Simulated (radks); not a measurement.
Charge is removed step by step from the 4p (averaged over the sub-levels emptied) level of the gold ion Au2+, starting from [Xe] 4f14 5d9. Method: Dirac Kohn-Sham, PBE, spin-unpolarised, spherical densities, point nucleus; open shells are shared between the two j in proportion to 2j + 1; computed with a radial shooting solver on a logarithmic mesh with Libxc functionals.

removed (e)  E - E(0) (eV)  eigenvalue (eV)  E minus straight line (eV)
0                    0.000          -573.14                       0.000
0.25                144.18          -580.31                      -2.752
0.5                 290.17          -587.63                      -3.692
0.75                438.00          -595.08                      -2.785
1                   587.72          -602.66                       0.000

Removing the whole electron costs 587.72 eV by Delta-SCF, against 573.14 eV from minus the eigenvalue at the starting occupation. Slater's transition state (half an electron removed) gives 587.63 eV. Integrating minus the eigenvalue over the occupation (Janak's theorem) gives 587.72 eV. The mean slope of the eigenvalue, de/dn, is 29.5 eV per electron.
